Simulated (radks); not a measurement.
Results of a calculation; reference values are marked as such.
Li II, configuration 1s1 2p1 (not the ground configuration).

Code: a radial shooting solver on a logarithmic mesh with Libxc functionals. Model: non-relativistic Kohn-Sham, LDA (Slater exchange, Perdew-Wang correlation), spin-unpolarised, spherical densities, point nucleus.

Energy parts (eV):
total: -130.062
kinetic: 128.486
electron-nucleus: -278.528
Hartree: 43.516
exchange-correlation: -23.536

Orbitals (lengths in bohr, moments of r in powers of bohr; <r^-3> diverges for s and p1/2):
orbital  occ.  eigenvalue (eV)  <r^-3>   <r^4>
1s          1         -84.0198       -  0.3673
2p          1          -9.8462  0.4430   102.4

The highest occupied level is 2p at -9.846 eV. Summed over all electrons, <r^2> = 7.604 bohr^2, which gives a Langevin (diamagnetic) susceptibility term of -6.02 x 10^-6 cm^3/mol. The density falls to 0.001 e/bohr^3 at r = 3.57 bohr. The electron density at the nucleus is 7.983 e/bohr^3.
